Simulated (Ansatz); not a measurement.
Relaxation of H$_{9}$NOSn (12 atoms, charge 0, multiplicity 1), to a largest force component of 0.03 eV/Å in at most 50 steps.

Computed with Ansatz 0.2.0, RKS PBE0-D4/def2-SVP.

```xyz
12
Properties=species:S:1:pos:R:3
Sn -0.193 2.180 0.251
H -1.315 -0.564 0.757
H -0.611 3.203 -1.064
H -1.586 1.524 0.986
H 0.840 2.928 1.388
H 0.945 -1.553 -0.308
O 0.930 0.699 -0.567
H -0.889 -1.080 0.534
N 0.711 -2.546 -0.312
H 0.802 0.662 -1.522
H -0.177 -2.641 -0.797
H 0.544 -2.813 0.655
```

Where does it end, and by what steps?

It converged. After 14 steps the energy has fallen by 0.242 eV; H2 moved furthest, 1.07 Å.

| step | energy less start (eV) | largest force component (eV/Å) | accepted |
| --- | --- | --- | --- |
| 0 | 0.0000 | 1.729 | yes |
| 1 | -0.1242 | 0.210 | yes |
| 2 | -0.1636 | 0.214 | yes |
| 3 | -0.1953 | 0.369 | yes |
| 4 | -0.2082 | 0.626 | yes |
| 5 | -0.2167 | 0.622 | yes |
| 6 | -0.2214 | 0.252 | yes |
| 7 | -0.2273 | 0.155 | yes |
| 8 | -0.2374 | 0.050 | yes |
| 9 | -0.2381 | 0.126 | yes |
| 10 | -0.2364 | 0.565 | no |
| 11 | -0.2405 | 0.053 | yes |
| 12 | -0.2413 | 0.145 | yes |
| 13 | -0.2416 | 0.074 | yes |
| 14 | -0.2420 | 0.006 | yes |

```xyz
12
Properties=species:S:1:pos:R:3
Sn -0.108 2.317 0.113
H -1.955 -1.284 1.220
H -0.431 3.453 -1.130
H -1.520 1.785 0.903
H 1.083 2.899 1.199
H 0.671 -1.345 -0.480
O 0.577 0.643 -0.741
H -1.332 -1.505 0.838
N 0.820 -2.356 -0.425
H 1.379 0.780 -1.259
H -0.018 -2.793 -0.804
H 0.835 -2.595 0.566
```

Whether the end is a true minimum wasn't checked by a vibrational analysis.

Run time: 34 s on 2 threads of Arm Neoverse V2, with other jobs on the host, peak memory 0.21 GiB.
